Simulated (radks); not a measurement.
The nuclear charge of neutral xenon is varied continuously with 54 electrons held in [Xe]. Calculated with a radial shooting solver on a logarithmic mesh with Libxc functionals: scalar-relativistic Kohn-Sham, LDA (Slater exchange, Perdew-Wang correlation), spin-polarised, spherical densities, finite nucleus; Fermi nuclear charge, rms radius 4.7859 fm. By the Hellmann-Feynman theorem dE/dZ = E(electron-nucleus)/Z, the electronic potential at the nucleus (averaged over a nucleus of fixed radius). The scalar-relativistic energy here is not variational (the density holds large components alone), so the two differ by a part that grows with Z.

| Z | E (hartree) | E(electron-nucleus)/Z (hartree) | HOMO | e(HOMO) (eV) | <r> HOMO (bohr) |
|---|---|---|---|---|---|
| 53.8 | -7374.28481 | -331.897 | 5p | -6.542 | 2.371 |
| 53.9 | -7407.64851 | -332.759 | 5p | -7.452 | 2.340 |
| 54 | -7441.09922 | -333.620 | 5p | -8.384 | 2.310 |
| 54.1 | -7474.6369 | -334.481 | 5p | -9.338 | 2.282 |
| 54.2 | -7508.2617 | -335.342 | 5p | -10.314 | 2.254 |
| 54.3 | -7541.9734 | -336.203 | 5p | -11.310 | 2.228 |
| 54.4 | -7575.7722 | -337.065 | 5p | -12.327 | 2.203 |
| 54.5 | -7609.6581 | -337.926 | 5p | -13.363 | 2.178 |
| 54.6 | -7643.6310 | -338.788 | 5p | -14.419 | 2.155 |
| 54.7 | -7677.6911 | -339.649 | 5p | -15.494 | 2.132 |
| 54.8 | -7711.8382 | -340.511 | 5p | -16.587 | 2.110 |
| 54.9 | -7746.0725 | -341.373 | 5p | -17.699 | 2.089 |
| 55 | -7780.3939 | -342.235 | 5p | -18.829 | 2.069 |

The central difference of E at Z = 54 is -334.942 hartree, to compare with the third column; the second derivative is -8.7 hartree.
